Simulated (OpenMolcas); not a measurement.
# Multiconfigurational calculation on Tc4+

Tc4+ among 4 point charges of -2 e arranged as a tetrahedron (Td), 1.94 Å from the ion.

Input:

```
&GATEWAY
Coord
1

Tc 0.0 0.0 0.0
Basis=ANO-RCC-VDZP
Group=NoSym
NoMove
AngMom=0.0 0.0 0.0
AMFI
XField
4 Angstrom 0
1.120060 1.120060 1.120060 -2.000000
1.120060 -1.120060 -1.120060 -2.000000
-1.120060 1.120060 -1.120060 -2.000000
-1.120060 -1.120060 1.120060 -2.000000
&SEWARD
&RASSCF
FileOrb=start.orb
Symmetry=1
Spin=4
nActEl=3 0 0
Inactive=18
Ras2=5
CIRoot=10 10 1
SDav=10
CIMx=300
Iter=120 100
PrWF=0.3
OrbListing=Nothing
MaxOrb=0
>>> COPY $Project.JobIph JOB001
&RASSCF
FileOrb=start.orb
Symmetry=1
Spin=2
nActEl=3 0 0
Inactive=18
Ras2=5
CIRoot=40 40 1
SDav=40
CIMx=300
Iter=120 100
PrWF=0.3
OrbListing=Nothing
MaxOrb=0
>>> COPY $Project.JobIph JOB002
&RASSI
NrOfJobIphs=2 10 40
1 2 3 4 5 6 7 8 9 10
1 2 3 4 5 6 7 8 9 10 11 12 13 14 15 16 17 18 19 20 21 22 23 24 25 26 27
28 29 30 31 32 33 34 35 36 37 38 39 40
IphNames
JOB001
JOB002
EJob
SpinOrbit
DIPRint=1.0
SOCoupling=1000.0
Subsets=2
Property=9
'ANGMOM' 1 'ANGMOM' 2 'ANGMOM' 3 'MLTPL  1' 1 'MLTPL  1' 2 'MLTPL  1' 3
'AMFI' 1 'AMFI' 2 'AMFI' 3
SOProperty=3
'ANGMOM' 1 'ANGMOM' 2 'ANGMOM' 3
```

A driver script runs the steps one by one and writes start.orb anew before each from the orbitals found so far.

Output, cut to the results:

```
--- SEWARD ---
Basis set label: TC.ANO-RCC...6S5P3D1F.

      Electronic valence basis set:
      ------------------
      Associated Effective Charge  43.000000 au
      Associated Actual Charge     43.000000 au
      Nuclear Model: Point charge

      Shell  nPrim  nBasis  Cartesian Spherical Contaminant
         s      21       6        X
         p      18       5        X
         d      13       3                 X
         f       6       1                 X
                  Relativistic Douglas-Kroll-Hess integrals:
                    - DKH order of Hamiltonian: 2
                    - DKH order of Properties : 0
                  Atomic mean-field integrals
--- RASSCF ---
Wave function specifications:
      -----------------------------

      Number of closed shell electrons          36
      Number of electrons in active shells       3
      Max number of holes in RAS1 space          0
      Max nr of electrons in RAS3 space          0
      Number of inactive orbitals               18
      Number of active orbitals                  5
      Number of secondary orbitals              20
      Spin quantum number                      1.5
      State symmetry                             1
Orbital specifications:
      -----------------------

      Symmetry species                           1
                                                 a
      Frozen orbitals                            0
      Inactive orbitals                         18
      Active orbitals                            5
      RAS1 orbitals                              0
      RAS2 orbitals                              5
      RAS3 orbitals                              0
      Secondary orbitals                        20
      Deleted orbitals                           0
      Number of basis functions                 43
      Number of CSFs                            10
      Number of root(s) required                10
      Iter CI   SX   CI       RASSCF       Energy    max ROT     max BLB   max BLB  Level Ln srch  Step   QN
          iter iter root      energy       change     param      element    value   shift minimum  type update
 Nr of preliminary CI iterations:   1
      Total energies have been shifted. Add                -4000.00 au
        1   1    8    0  -287.63591076    0.00E+00  -2.16E-01*  18  31 1 -3.11E-01*  0.07   0.00    SX    NO
        2   1    7    0  -287.87723992   -2.41E-01*  2.18E-02   16  29 1  8.05E-02*  0.18   0.00    SX    NO
        3   1    6    0  -287.88189136   -4.65E-03*  6.32E-03    8  30 1  8.19E-03*  0.17   0.00    SX    NO
        4   1    6    0  -287.88204704   -1.56E-04* -8.38E-04   16  29 1  2.79E-03*  0.17   0.00    SX    NO
        5   1    5    0  -287.88205401   -6.97E-06*  2.19E-04   18  31 1 -3.52E-04*  0.17   0.89    QN   YES
        6   1    5    0  -287.88205437   -3.59E-07* -3.35E-05   18  19 1  8.51E-05   0.17   1.14    QN   YES
        7   1    4    0  -287.88205438   -1.18E-08* -5.61E-06   16  20 1  1.32E-05   0.17   1.10    QN   YES
        8   1    3    0  -287.88205438   -3.09E-10   9.67E-07   16  33 1 -1.33E-06   0.17   1.14    QN   YES
      Convergence after  8 iterations
        9   1    3    0  -287.88205438   -7.28E-12   9.67E-07   18  32 1 -1.28E-07   0.17   1.14    QN   YES
      Natural orbitals and occupation numbers for root  1
      sym 1:   0.116854   0.883146   1.000000   0.116854   0.883146
      Natural orbitals and occupation numbers for root  2
      sym 1:   0.029606   0.029606   1.000000   0.970394   0.970394
      Natural orbitals and occupation numbers for root  3
      sym 1:   0.968151   0.031849   1.000000   0.968151   0.031849
::    RASSCF root number  1 Total energy:  -4287.91190783
::    RASSCF root number  2 Total energy:  -4287.91190783
::    RASSCF root number  3 Total energy:  -4287.91190783
::    RASSCF root number  4 Total energy:  -4287.89688090
::    RASSCF root number  5 Total energy:  -4287.89688090
::    RASSCF root number  6 Total energy:  -4287.89688090
::    RASSCF root number  7 Total energy:  -4287.87905346
::    RASSCF root number  8 Total energy:  -4287.83837471
::    RASSCF root number  9 Total energy:  -4287.83837471
::    RASSCF root number 10 Total energy:  -4287.83837471
--- RASSCF ---
Wave function specifications:
      -----------------------------

      Number of closed shell electrons          36
      Number of electrons in active shells       3
      Max number of holes in RAS1 space          0
...
--- RASSI ---
SPIN-FREE ENERGIES:
  (Shifted by EMIN (a.u.) =      -4287.9119078280)

 SF State       Relative EMIN(au)   Rel lowest level(eV)    D:o, cm**(-1)      L_eff

     1             0.0000000000        0.0000000000              0.0000         3.0
     2             0.0000000000        0.0000000000              0.0000         3.0
     3             0.0000000000        0.0000000000              0.0000         3.0
     4             0.0150269279        0.4089035398           3298.0295         3.0
     5             0.0150269279        0.4089035398           3298.0295         3.0
     6             0.0150269279        0.4089035398           3298.0295         3.0
     7             0.0328543670        0.8940128710           7210.7001         3.0
    11             0.0594604571        1.6180014636          13050.0619         4.0
    12             0.0594604571        1.6180014636          13050.0619         4.0
    13             0.0713158403        1.9406028751          15652.0178         3.9
    14             0.0713158403        1.9406028751          15652.0178         3.9
    15             0.0713158403        1.9406028751          15652.0178         3.9
    16             0.0716531737        1.9497821840          15726.0539         4.2
    17             0.0716531737        1.9497821840          15726.0539         4.2
    18             0.0716531737        1.9497821840          15726.0539         4.2
    10             0.0735331140        2.0009379672          16138.6531         1.0
     8             0.0735331140        2.0009379672          16138.6531         1.0
     9             0.0735331140        2.0009379672          16138.6531         1.0
    19             0.0810655295        2.2059054347          17791.8272         4.0
    20             0.0900112387        2.4493305840          19755.1834         2.8
    21             0.0900112387        2.4493305840          19755.1834         2.8
...
```

Spin-orbit levels above the lowest (labels of Td):

```
E (cm-1)  Degeneracy  Label      2S+1               g
     0.0           4     Γ8         4                
   502.2           2     Γ7         4  1.62 1.62 1.62
    1542           4     Γ8         4                
    2487           2     Γ6         4  3.04 3.04 3.04
    4263           4     Γ8         4                
    4323           2     Γ7         4  3.60 3.60 3.60
    5044           2     Γ6         4  1.07 1.07 1.07
    5337           4     Γ8         4                
    8891           4     Γ8         4                
   14126           4     Γ8         2                
   16350           2     Γ6  4 (84 %)  2.47 2.47 2.47
   16377           2     Γ7         2  2.25 2.25 2.25
   16449           4     Γ8  4 (83 %)                
   16522           2     Γ6         2  0.19 0.19 0.19
   16857           4     Γ8         2                
   17904           4     Γ8  4 (65 %)                
   17993           2     Γ7         4  2.58 2.58 2.58
   18218           4     Γ8  2 (63 %)                
   18875           2     Γ6         2  1.79 1.79 1.79
   21229           2     Γ6         2  1.28 1.28 1.28
```

An orbital triplet at a regular site is open to Jahn-Teller coupling, which can distort the site and quench the lowest spin-orbit gaps and is left out. Without dynamic correlation the repulsion within the d shell is too large (B by tens of per cent), so at a given field states of lower spin stand too high. Point charges give a weaker field than real ligands, and real ions of this kind are as a rule low spin; the high spin found here belongs to the model. This is an electrostatic model: the charges have no orbitals. No measured value stands beside these numbers.
